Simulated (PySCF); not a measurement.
# Simulated absorption spectrum

Species: C₃H₆O₃SSi.
Geometry (GFN2-xTB, Å), atoms numbered from 1 in this order:
```
atom  x, y, z in Å
C1    -2.3032   -0.3350    0.5177
C2    -1.2002    0.3798    0.4738
Si3   -0.0957    1.7793   -0.0423
C4     0.1924    0.2163    1.0113
S5     1.0132   -0.9510   -0.0020
O6     0.9338   -2.3017    0.4689
O7     0.6626   -0.6842   -1.3642
O8     2.5628   -0.4890    0.2165
H9    -2.3493   -1.2681    1.0609
H10   -3.2040   -0.0235    0.0146
H11   -0.2119    2.9481    0.8242
H12    0.5028    1.9448   -1.3449
H13    0.3778    0.0403    2.0582
H14    3.1183   -1.2563    0.3652
```

Level of theory: TDDFT CAM-B3LYP/def2-SVPD, vertical, gas phase, core orbitals frozen in the response (PySCF).

Computed states:

| state | E (eV) | f |
| --- | --- | --- |
| S1 | 5.29 | 0.0059 |
| S2 | 6.34 | 0.015 |
| S3 | 6.60 | 0.314 |
| S4 | 6.69 | 0.142 |
| S5 | 6.82 | 0.053 |
| S6 | 7.33 | 0.021 |
| S7 | 7.39 | 0.0050 |
| S8 | 7.56 | 0.018 |

Each state is given a Gaussian of 0.3 eV full width at half maximum, with ε(max) = 2.175×10⁸ f / Δν̃ (Δν̃ the width in cm⁻¹). The width is an assumption, not a result. The curve ends short of the highest state used, and states not computed would add to its high-energy end.

(1) What does the envelope look like, and where are its maxima?

(2) Does any computed singlet lie in the visible range?

(3) On this curve, what absorbance would a 10⁻⁵ mol/L sample give at 248 nm over a 1 cm path?

(4) Coming from long wavelengths, where does ε first pass 100 L mol⁻¹ cm⁻¹?

Answers

(1) 
E (eV), ε (L mol⁻¹ cm⁻¹) and a bar:
```
     4.84          1 
     4.90          5 
     4.96         18 
     5.02         55 
     5.08        135 
     5.14        263 
     5.20        412 
     5.26        517 
     5.32        520 
     5.39        395 
     5.45        245 
     5.51        122 
     5.57         49 
     5.63         16 
     5.69          4 
     5.75          1 
     5.81          0 
     5.87          2 
     5.93          8 
     5.99         31 
     6.05        102 
     6.11        278 
     6.17        640 
     6.23       1339 #
     6.29       2755 ##
     6.35       5741 ####
     6.41      11469 #########
     6.47      20358 ###############
     6.53      30650 #######################
     6.59      38472 #############################
     6.66      39866 ##############################
     6.72      34146 ##########################
     6.78      25062 ###################
     6.84      16043 ############
     6.90       9075 #######
     6.96       4562 ###
```

Maxima: 234 nm (5.29 eV), ε about 530, made up of S1 (100%); 187 nm (6.64 eV), ε about 40000, made up of S3 (67%) and S4 (29%) (ε in L mol⁻¹ cm⁻¹; maxima over ε = 5, shares over 10%).

(2) No computed singlet lies in the visible range (380 to 750 nm); the lowest, at 234 nm, stands 2.03 eV above its violet end (3.26 eV).

(3) 248 nm is 4.999 eV, where ε is about 39 L mol⁻¹ cm⁻¹, so A = ε c l ≈ 0.00039 (Beer–Lambert, with the gas-phase spectrum and the assumed width).

(4) At about 245 nm (5.06 eV), 0.23 eV below S1.

Time: 62 s (with the writing of density and orbital grids); peak memory 1.0 GiB. Hardware: an Arm Neoverse V1 with one thread, shared host.

One conformer stands for the species.
